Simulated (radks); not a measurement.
Trend from Co3+ to Ir3+: ionisation energy by Delta-SCF between NIST ground configurations, and size. All-electron calculation, scalar-relativistic Kohn-Sham, SCAN, spin-unpolarised, spherical densities, finite nucleus; meta-GGA in the generalised Kohn-Sham scheme; Fermi nuclear charge, rms radius of each element as measured or else 0.836 A^(1/3) + 0.57 fm. Program: a radial shooting solver on a logarithmic mesh with Libxc functionals.

| species | configuration | configuration of the ion | IE (eV) | NIST (eV) | kind | -e(HOMO) (eV) | outermost | <r> outermost (bohr) | r at 0.001 e/bohr^3 (bohr) |
|---|---|---|---|---|---|---|---|---|---|
| Co3+ | [Ar] 3d6 | [Ar] 3d5 | 55.289 | 51.3 | semi-emp. | 45.125 (3d) | 3d | 0.938 | 2.70 |
| Rh3+ | [Kr] 4d6 | [Kr] 4d5 | 46.951 | 42 | theory | 39.540 (4d) | 4d | 1.36 | 3.16 |
| Ir3+ | [Xe] 4f14 5d6 | [Xe] 4f14 5d5 | 43.631 | 40 | theory | 36.950 (5d) | 5d | 1.54 | 3.35 |

Reference values: NIST Atomic Spectra Database (exp. = measured, semi-emp. = semi-empirical, theory = theoretical value adopted there). Spin polarisation and multiplet splitting are left out, so open shells lie too high by an amount that depends on their filling. Spin-orbit splitting is averaged out at the scalar-relativistic level.

Beside tabulated values, note that spin-unpolarised runs miss the spin-polarisation part of the exchange energy of open shells.
